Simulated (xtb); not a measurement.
xtb input for C3H5ClOSi, SMILES C#CC[Si@@H](O)Cl, GFN2-xTB. 

```
$ xtb mol.xyz --gfn 2 --sp --chrg 0 --uhf 0 --json
$ cat mol.xyz
11

C     -2.80538104     1.29419774     0.56421444
C     -2.02612493     0.75220511    -0.16448342
C     -1.06706421     0.10048719    -1.02511932
Si     0.33861505    -0.75574909    -0.05148624
O      1.30503958    -1.55847491    -1.08129504
Cl     1.40964786     0.65708383     0.93004276
H     -3.50027674     1.77365382     1.18608471
H     -0.65567591     0.84807500    -1.71079102
H     -1.58986815    -0.64134403    -1.63309903
H     -0.14323981    -1.76637370     0.87372526
H      2.13554070    -1.21748960    -1.40314909
```

Output:

```
[banner left out]
          |                Calculation Setup                |
           -------------------------------------------------



           -------------------------------------------------
          |                 G F N 2 - x T B                 |
           -------------------------------------------------

        Reference                      10.1021/acs.jctc.8b01176
      * Hamiltonian:
        H0-scaling (s, p, d)           1.850000    2.230000    2.230000
        zeta-weighting                 0.500000
      * Dispersion:
        s8                             2.700000
        a1                             0.520000
        a2                             5.000000
        s9                             5.000000
      * Repulsion:
        kExp                           1.500000    1.000000
        rExp                           1.000000
      * Coulomb:
        alpha                          2.000000
        third order                    shell-resolved
        anisotropic                    true
        a3                             3.000000
        a5                             4.000000
        cn-shift                       1.200000
        cn-exp                         4.000000
        max-rad                        5.000000


          ...................................................
          :                      SETUP                      :
          :.................................................:
          :  # basis functions                  41          :
          :  # atomic orbitals                  39          :
          :  # shells                           19          :
          :  # electrons                        34          :
          :  max. iterations                   250          :
          :  Hamiltonian                  GFN2-xTB          :
          :  restarted?                      false          :
          :  GBSA solvation                  false          :
          :  PC potential                    false          :
          :  electronic temp.          300.0000000     K    :
          :  accuracy                    1.0000000          :
          :  -> integral cutoff          0.2500000E+02      :
          :  -> integral neglect         0.1000000E-07      :
          :  -> SCF convergence          0.1000000E-05 Eh   :
          :  -> wf. convergence          0.1000000E-03 e    :
          :  Broyden damping             0.4000000          :
          :  net charge                          0          :
          :  unpaired electrons                  0          :
          ...................................................

 iter      E             dE          RMSdq      gap      omega  full diag
   1    -19.5049247 -0.195049E+02  0.700E+00    6.52       0.0  T
   2    -19.5692306 -0.643059E-01  0.365E+00    5.41       1.0  T
   3    -19.5519612  0.172694E-01  0.253E+00    6.16       1.0  T
   4    -19.5781980 -0.262367E-01  0.116E+00    5.72       1.0  T
   5    -19.5856920 -0.749404E-02  0.533E-01    5.67       1.0  T
   6    -19.5851962  0.495790E-03  0.343E-01    5.80       1.0  T
   7    -19.5861031 -0.906838E-03  0.108E-01    5.72       1.0  T
   8    -19.5861296 -0.265630E-04  0.436E-02    5.72       1.0  T
   9    -19.5861374 -0.783080E-05  0.225E-02    5.71       1.3  T
  10    -19.5861368  0.674893E-06  0.214E-02    5.70       1.4  T
  11    -19.5861396 -0.286925E-05  0.535E-03    5.71       5.6  T
  12    -19.5861397 -0.609298E-07  0.321E-03    5.71       9.4  T
  13    -19.5861397 -0.441081E-07  0.162E-03    5.71      18.7  T
  14    -19.5861397 -0.351633E-08  0.113E-03    5.71      26.8  T
  15    -19.5861398 -0.625197E-08  0.548E-04    5.71      55.0  T
  16    -19.5861398 -0.175553E-08  0.937E-05    5.71     321.7  T

   *** convergence criteria satisfied after 16 iterations ***

         #    Occupation            Energy/Eh            Energy/eV
      -------------------------------------------------------------
         1        2.0000           -1.0511062             -28.6021
       ...           ...                  ...                  ...
        11        2.0000           -0.4687454             -12.7552
        12        2.0000           -0.4513991             -12.2832
        13        2.0000           -0.4464473             -12.1484
        14        2.0000           -0.4311862             -11.7332
        15        2.0000           -0.4280306             -11.6473
        16        2.0000           -0.4002145             -10.8904
        17        2.0000           -0.3878054             -10.5527 (HOMO)
        18                         -0.1780783              -4.8458 (LUMO)
        19                         -0.1606538              -4.3716
        20                         -0.1483605              -4.0371
        21                         -0.1390325              -3.7833
        22                         -0.1168474              -3.1796
       ...                                ...                  ...
        39                          1.4510958              39.4863
      -------------------------------------------------------------
                  HL-Gap            0.2097271 Eh            5.7070 eV
             Fermi-level           -0.2829419 Eh           -7.6992 eV

 SCC (total)                   0 d,  0 h,  0 min,  0.007 sec
 SCC setup                      ...        0 min,  0.000 sec (  1.144%)
 Dispersion                     ...        0 min,  0.000 sec (  0.573%)
 classical contributions        ...        0 min,  0.000 sec (  0.219%)
 integral evaluation            ...        0 min,  0.001 sec ( 13.733%)
 iterations                     ...        0 min,  0.004 sec ( 57.535%)
 molecular gradient             ...        0 min,  0.002 sec ( 25.883%)
 printout                       ...        0 min,  0.000 sec (  0.805%)

         :::::::::::::::::::::::::::::::::::::::::::::::::::::
         ::                     SUMMARY                     ::
         :::::::::::::::::::::::::::::::::::::::::::::::::::::
         :: total energy             -19.334320878459 Eh    ::
         :: gradient norm              0.000247500018 Eh/a0 ::
         :: HOMO-LUMO gap              5.706964014608 eV    ::
         ::.................................................::
         :: SCC energy               -19.586130373607 Eh    ::
         :: -> isotropic ES            0.047387395532 Eh    ::
         :: -> anisotropic ES          0.000409402388 Eh    ::
         :: -> anisotropic XC          0.009469371015 Eh    ::
         :: -> dispersion             -0.007731730281 Eh    ::
         :: repulsion energy           0.251809495148 Eh    ::
         :: add. restraining           0.000000000000 Eh    ::
         :: total charge              -0.000000000000 e     ::
         :::::::::::::::::::::::::::::::::::::::::::::::::::::

           -------------------------------------------------
          |                Property Printout                |
           -------------------------------------------------

    * Orbital Energies and Occupations

         #    Occupation            Energy/Eh            Energy/eV
      -------------------------------------------------------------
         1        2.0000           -1.0511062             -28.6021
       ...           ...                  ...                  ...
         5        2.0000           -0.5856001             -15.9350
         6        2.0000           -0.5605152             -15.2524
         7        2.0000           -0.5167969             -14.0628
         8        2.0000           -0.5028197             -13.6824
         9        2.0000           -0.4987701             -13.5722
        10        2.0000           -0.4906560             -13.3514
        11        2.0000           -0.4687454             -12.7552
        12        2.0000           -0.4513991             -12.2832
        13        2.0000           -0.4464473             -12.1484
        14        2.0000           -0.4311862             -11.7332
        15        2.0000           -0.4280306             -11.6473
        16        2.0000           -0.4002145             -10.8904
        17        2.0000           -0.3878054             -10.5527 (HOMO)
        18                         -0.1780783              -4.8458 (LUMO)
        19                         -0.1606538              -4.3716
        20                         -0.1483605              -4.0371
        21                         -0.1390325              -3.7833
        22                         -0.1168474              -3.1796
        23                         -0.0141650              -0.3854
        24                         -0.0034095              -0.0928
        25                          0.0014904               0.0406
        26                          0.0271093               0.7377
        27                          0.0276855               0.7534
        28                          0.0407762               1.1096
       ...                                ...                  ...
        39                          1.4510958              39.4863
      -------------------------------------------------------------
                  HL-Gap            0.2097271 Eh            5.7070 eV
             Fermi-level           -0.2829419 Eh           -7.6992 eV

     #   Z          covCN         q      C6AA      α(0)
     1   6 C        1.909    -0.123    34.546     9.492
     2   6 C        1.988    -0.035    31.994     9.134
     3   6 C        3.701    -0.134    23.242     6.894
     4  14 Si       3.397     0.569   105.261    20.213
     5   8 O        1.576    -0.465    22.203     6.358
     6  17 Cl       0.804    -0.268   107.578    15.867
     7   1 H        0.928     0.070     2.086     2.258
     8   1 H        0.924     0.059     2.217     2.328
     9   1 H        0.924     0.049     2.330     2.387
    10   1 H        0.921    -0.042     3.911     3.093
    11   1 H        0.808     0.321     0.660     1.276

 Mol. C6AA /au·bohr⁶  :       2362.609297
 Mol. C8AA /au·bohr⁸  :      81661.156498
 Mol. α(0) /au        :         79.301357


Wiberg/Mayer (AO) data.
largest (>0.10) Wiberg bond orders for each atom

 ---------------------------------------------------------------------------
     #   Z sym  total        # sym  WBO       # sym  WBO       # sym  WBO
 ---------------------------------------------------------------------------
     1   6 C    3.974 --     2 C    2.880     7 H    0.972
     2   6 C    3.979 --     1 C    2.880     3 C    1.078
     3   6 C    3.989 --     2 C    1.078     9 H    0.959     8 H    0.948
                             4 Si   0.844
     4  14 Si   4.022 --     5 O    1.192     6 Cl   1.040    10 H    0.874
                             3 C    0.844
     5   8 O    2.193 --     4 Si   1.192    11 H    0.873
     6  17 Cl   1.171 --     4 Si   1.040
     7   1 H    0.995 --     1 C    0.972
     8   1 H    0.997 --     3 C    0.948
     9   1 H    0.998 --     3 C    0.959
    10   1 H    0.998 --     4 Si   0.874
    11   1 H    0.897 --     5 O    0.873
 ---------------------------------------------------------------------------

Topologies differ in total number of bonds
Writing topology from bond orders to xtbtopo.mol

molecular dipole:
                 x           y           z       tot (Debye)
 q only:        0.183      -0.481      -0.544
   full:        0.133      -0.273      -0.594       1.695
molecular quadrupole (traceless):
                xx          xy          yy          xz          yz          zz
 q only:        0.653      -1.048      -1.846      -3.869      -1.444       1.194
  q+dip:        1.396      -2.442      -3.625      -6.294      -1.096       2.229
   full:        1.811      -1.658      -3.669      -4.937      -1.293       1.858
Note: The following floating-point exceptions are signalling: IEEE_UNDERFLOW_FLAG IEEE_DENORMAL
normal termination of xtb


           -------------------------------------------------
          | TOTAL ENERGY              -19.334320878459 Eh   |
          | GRADIENT NORM               0.000247500018 Eh/α |
          | HOMO-LUMO GAP               5.706964014608 eV   |
           -------------------------------------------------

------------------------------------------------------------------------
------------------------------------------------------------------------
 total:
 SCF:
```

Self-consistency was reached.

Cost: around 0.020 core-seconds (rough).
